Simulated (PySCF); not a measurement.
MH₃ across group 14

Level: PBE0, basis family def2-TZVP, scalar-relativistic core potentials from Rb on and no relativity for lighter atoms.

Each entry is the lowest minimum that a search over a few typed start shapes (and spin states, where more than one is plausible) found, or that minimum re-optimised at the stated level; isomers with ligand–ligand bonds, or fragments after loss of a ligand pair, can lie lower. Open shells are unrestricted; no spin–orbit coupling; PySCF with density fitting.

```csv
molecule,2S+1,point group,mean bond to the central atom (Å),dipole (D),lowest ω (cm⁻¹),distinct angles (°),atomisation (kJ/mol)
CH₃,2,D3h,1.080,0.00,526,120,1288
SiH₃,2,C3v,1.486,0.03,747,111,935
GeH₃,?,?,?,?,?,?,?
SnH₃,2,C3v,1.715,0.29,637,110,734
PbH₃,2,C3v,1.779,0.53,620,109,633
```

Fill in the row of GeH₃.

2S+1: 2; point group: C3v; mean bond to the central atom (Å): 1.539; dipole (D): 0.03; lowest ω (cm⁻¹): 694; distinct angles (°): 111; atomisation (kJ/mol): 844.

The bond lengthens at every step; the largest change, 0.406 Å, falls between CH₃ and SiH₃ among the members listed.

The shape changes along the series: D3h for CH₃; C3v for SiH₃ and GeH₃ and SnH₃ and PbH₃.

Spin–orbit coupling can matter for PbH₃.

Left out of the table are members whose search was unfinished or whose lowest solution was spin-contaminated, unstable, very soft or bonded differently.
